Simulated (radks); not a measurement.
Results of a calculation; reference values are marked as such.
Spherical quantum dot in the effective-mass picture: electrons in a well V = -V0 / (1 + exp((r - R)/a)) with V0 = 4.86, R = 9.71, a = 0.64, with a point charge +2 (a donor) at the centre, all in effective atomic units (hartree* = m*/eps^2 hartree, bohr* = eps/m* bohr), one dielectric constant everywhere. Level of theory: non-relativistic Kohn-Sham, exchange-only LDA, spin-polarised, spherical densities (a radial shooting solver with Libxc functionals). Levels are named by radial order and angular momentum (1s, 1p, 1d, 2s, ...), and open shells are averaged over m. Results are scaled to m* = 0.076 and eps = 12.6, for which hartree* = 13.03 meV and bohr* = 8.773 nm.

N = 12, configuration 1s2 1p6 1d(up 2, down 0) 2s2. This is the lowest configuration that the search found. Occupied and some empty levels:

level    occupation  eigenvalue (meV)  <r> (nm)
1s down           1           -47.936     8.737
1s up             1           -47.933     8.759
2s up             1           -44.047     53.22
2s down           1           -43.766     52.93
1p up             3           -43.676     54.12
1p down           3           -43.391     53.86
1d up             2           -42.915     56.07
1d down           0           -42.621     55.97
1f up             0           -41.883     57.73
1f down           0           -41.584     57.71
1g up             0           -40.607     59.22
1g down           0           -40.307     59.25
2p up             0           -39.821     41.51
2p down           0           -39.672     41.21

Energy (meV): total -688.169, kinetic 51.855, external -879.27, Hartree 166.56, exchange-correlation -27.307.

Electron density:

r (nm)  n(r) (e/nm^3)
4.58        0.0007125
9.67        0.0001044
14.8       0.00001917
19.9        5.054e-06
25.0        3.053e-06
30.0        3.662e-06
35.1        5.131e-06
40.2        6.980e-06
45.3        8.775e-06
50.4        9.871e-06
55.5        9.555e-06
60.6        7.558e-06
65.7        4.563e-06
70.8        1.928e-06
75.9        5.162e-07
81.0        7.943e-08
86.1        6.939e-09
91.2        3.886e-10
96.3        1.488e-11
